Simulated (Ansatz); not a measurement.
Isolated molecules relaxed with PBE0-D4/def2-TZVP in Ansatz; ΔE leaves out vibrations. CCSD(T)/CBS adds triple-zeta CCSD(T) − MP2 to the extrapolated MP2 energy (def2 sets, frozen cores). This one scheme is used for every species. DFT in def2-TZVPP. For Ge outer-core shells are correlated without core-valence functions, which leaves a few kJ/mol of doubt a bond. Scalar relativity is left out up to krypton. One conformer a species, not always the lowest.

Consider the ligand exchange at a Ge–S bond: `S[S][GeH3]` + `O[SiH2]F` → `F[SiH2][O][GeH3]` + `SS`.

`S[S][GeH3]`:

Cartesian coordinates in Å:
```
S 0.372 2.081 -0.741
S -0.986 1.074 0.432
Ge -0.286 -1.018 0.080
H 1.336 2.258 0.183
H 1.149 -1.154 0.608
H -1.249 -1.926 0.862
H -0.337 -1.314 -1.424
```

`O[SiH2]F`:

```xyz
6

O    -1.076    0.181   -0.656
Si    0.390    0.036    0.042
F     0.751   -1.497    0.300
H    -1.859    0.003   -0.135
H     1.364    0.584   -0.920
H     0.430    0.693    1.369
```

`F[SiH2][O][GeH3]`:

Cartesian coordinates in Å:
```
F 1.373 1.406 -1.356
Si 0.570 0.027 -1.443
O -0.603 -0.010 -0.334
Ge -0.692 -0.069 1.445
H -0.048 -0.044 -2.783
H 1.567 -1.045 -1.208
H 0.577 -0.766 1.964
H -1.956 -0.874 1.765
H -0.788 1.376 1.950
```

`SS`:

Z-matrix (Å, degrees):
```
S
S 1 2.046
H 1 1.347 2 98.6
H 2 1.347 1 98.6 3 -90.5
```

Is it downhill or uphill in electronic energy at CCSD(T)/CBS, and by how much? (Best estimate.)

Ansatz gave: Uphill: ΔE = +9.4 kJ/mol.

What do these levels give: r2SCAN-D4, PBE0-D4, BHLYP-D4, PBE-QIDH, MP2/def2-TZVPP, SCS-MP2/def2-QZVPP? (An estimate is asked.)

Ansatz gave: r2SCAN-D4 12.2, PBE0-D4 16.8, BHLYP-D4 3.5, PBE-QIDH 11.4, MP2/def2-TZVPP 9.2, SCS-MP2/def2-QZVPP 3.6 kJ/mol.

Largest T1 diagnostic among the species: 0.012.

From BLYP to BHLYP (50 % exact exchange), in def2-TZVPP and without D4, ΔE moves by −6.9 kJ/mol. In def2-TZVPP, CCSD(T) changes the Hartree–Fock value by +14.2 kJ/mol (the triples alone add +2.9 kJ/mol) and MP2 by +18.5 kJ/mol. Leaving LDA and LC-ωPBE aside and taking each functional with its dispersion term where it has one, the values, not all of them listed here, spread over 18.0 kJ/mol, from CAM-B3LYP-D4 to PBE-D4.
